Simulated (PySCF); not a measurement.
**Level sweep**

Compound: C3H4FNOSi.
InChI=1S/C3H4FNOSi/c4-1-2-6-7-3-5/h1-2H,7H2/b2-1-

PySCF, dipoles from the SCF density, polarisabilities from static response with core orbitals frozen. One conformer (not necessarily the lowest) at the PBE0-D3(BJ)/def2-SVP geometry, without solvent, vibrations or thermal averaging.

Task: Compare the levels for these properties.

Result: 

```tsv
level	μ (D)	α (Å³)	anisotropy (Å³)
LDA/def2-SVPD	3.596	10.52	2.45
PBE/def2-SVPD	3.498	10.39	2.44
B3LYP/def2-SVPD	3.643	10.03	2.24
PBE0/def2-SVPD	3.615	9.95	2.22
BHandHLYP/def2-SVPD	3.773	9.64	2.08
CAM-B3LYP/def2-SVPD	3.712	9.89	2.15
wB97X-D/def2-SVPD	3.664	9.92	2.14
LC-wPBE/def2-SVPD	3.699	9.72	2.09
HF/def2-SVPD	3.928	9.29	1.97
PBE0/6-31G*	3.454	8.03	2.39
PBE0/def2-SVP	3.451	8.33	2.26
PBE0/6-31+G*	3.660	9.36	2.24
PBE0/aug-cc-pVDZ	3.633	10.20	2.28
PBE0/def2-TZVP	3.631	9.51	2.29
```

The anisotropy is √(½[(α1 − α2)² + (α2 − α3)² + (α3 − α1)²]). The dipole runs from 3.45 D (PBE0/def2-SVP) to 3.93 D (HF/def2-SVPD). No reference polarisability is at hand; against PBE0 in the largest diffuse basis at hand (aug-cc-pVDZ) the other PBE0 rows deviate by 6-31G* -21%, def2-SVP -18%, 6-31+G* -8%, def2-SVPD -2%, def2-TZVP -7%. In one basis (def2-SVPD) the functionals order the polarisability from HF (lowest) to LDA (highest), a spread of 13%. With PBE0 the polarisability is 8.62 Å³ without diffuse functions (mean of 6-31G*, def2-SVP and def2-TZVP) and 9.84 Å³ with them (mean of 6-31+G*, def2-SVPD and aug-cc-pVDZ).
